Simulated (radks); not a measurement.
Question: Species: the chromium ion Cr9+. Configuration: [Ne] 3s2 3p3. Calculated with a radial shooting solver on a logarithmic mesh with Libxc functionals: scalar-relativistic Kohn-Sham, BLYP, spin-polarised, spherical densities, finite nucleus; open shells are filled with parallel spins first; Fermi nuclear charge, rms radius 3.6452 fm. Some entries of the table are withheld. Estimate them.

orbital,occ.,eigenvalue (eV),r(max) (bohr)
1s up,1,-6104.271,0.04161
1s down,1,-6102.486,0.04160
2s up,1,-883.4468,0.2429
2s down,1,-881.9833,0.2431
2p up,3,-778.4862,0.1969
2p down,3,-776.3872,0.1972
3s up,1,-259.8535,0.7303
3s down,1,-252.1306,0.7308
3p up,3,(1),0.7292
3p down,0,(2),0.7300

Answer: 
(1) 3p up eigenvalue (eV): -229.2271
(2) 3p down eigenvalue (eV): -221.6978
